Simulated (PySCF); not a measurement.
**Working with the constants of CuN**

r²SCAN0 constants of CuN, ³Σ⁻ (triplet), unpaired electrons π ↑↑ (PySCF, no relativity, basis sets Cu def2-TZVPPD, N def2-TZVPPD; masses 62.9296 and 14.0031 u):

```
ωe                      : 556.5 cm⁻¹
ωexe                    : 5.24 cm⁻¹
Be                      : 0.44933 cm⁻¹
αe                      : 0.00527 cm⁻¹
D (centrifugal)         : 1.17e-06 cm⁻¹
De to Cu (3d10 4s1) + N : 1.51 eV
```

(1) Give the vibrational terms G(v) and spacings up to v = 6.

(2) How well does the Morse estimate ωe²/(4ωexe) reproduce De, and what is D0?

The state is the lowest single determinant that the PBE0 search found; with open d or f shells the true ground state can be another one.

Results:

(1) G(v) = ωe(v+½) − ωexe(v+½)².

```
v  G(v) (cm⁻¹)  G(v) − G(v−1)  Bv (cm⁻¹)
0          277                    0.4467
1          823            546     0.4414
2         1358            536     0.4362
3         1884            525     0.4309
4         2398            515     0.4256
5         2902            504     0.4203
6         3396            494     0.4151
```

(2) It gives 1.83 eV, 121 % of the computed De. D0 = De − G(0) = 1.51 − 0.03 = 1.48 eV.
